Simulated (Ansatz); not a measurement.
`C[N](C)[InH][F]` + `CF` → `F[CH2][InH][F]` + `CNC` at 600 K and 1 bar (formal exchange of groups at the In–N bond).

Isolated molecules relaxed with PBE0-D4/def2-TZVP in Ansatz; ΔE leaves out vibrations. CCSD(T)/CBS is the MP2 limit (def2-TZVPP, def2-QZVPP) plus CCSD(T) − MP2 in def2-TZVPP, frozen cores. This one scheme is used for every species. def2 core potentials past Kr. For In outer-core shells are correlated without core-valence functions, which leaves a few kJ/mol of doubt a bond. One conformer a species, not always the lowest.

| species | CCSD(T)/CBS energy (Eh) | H − E (kJ/mol) | S (J/(mol·K)) |
| --- | --- | --- | --- |
| `C[N](C)[InH][F]` | -424.64012 | 301.6 | 472.2 |
| `CF` | -139.63461 | 127.6 | 254.6 |
| `F[CH2][InH][F]` | -429.25055 | 145.0 | 411.3 |
| `CNC` | -135.00321 | 284.6 | 333.5 |

H − E and S are ideal-gas, rigid-rotor, harmonic terms from PBE0-D4/def2-TZVP, for one conformer and one mirror image of each species. 1 Eh = 2625.50 kJ/mol, R = 8.31446 J/(mol·K).

Problem. By hand: ΔE, ΔH, ΔS and ΔG.

Solution. ΔE = (-429.25055) + (-135.00321) − (-424.64012) − (-139.63461) = 0.02097 Eh = 55.1 kJ/mol. Δ(H − E) = 145.0 + 284.6 − 301.6 − 127.6 = 0.4, so ΔH = 55.5 kJ/mol. ΔS = 411.3 + 333.5 − 472.2 − 254.6 = 18.0 J/(mol·K). ΔG = 55.5 − 600 × (18.0)/1000 = 44.7 kJ/mol.

Problem. By hand: the equilibrium constant, and the temperature at which ΔG would vanish if ΔH and ΔS stayed fixed.

Solution. log₁₀ K = −ΔG/(RT ln 10) = -3.9. ΔG = 0 at ΔH/ΔS = 3083 K, far beyond where these terms or the molecules hold.

ΔH outweighs TΔS. A doubt of 5 kJ/mol in ΔE shifts log₁₀ K by 0.4 here. Other conformers and mirror images would add mixing entropy, several J/(mol·K) or more a flexible species. Modes under 60 cm⁻¹, often nearly free rotors, make the harmonic entropy too high. These are equilibria of isolated gas molecules and say nothing of rates. Largest T1 diagnostic: 0.016 (customary marks: 0.02 for closed shells, 0.045 for open ones).
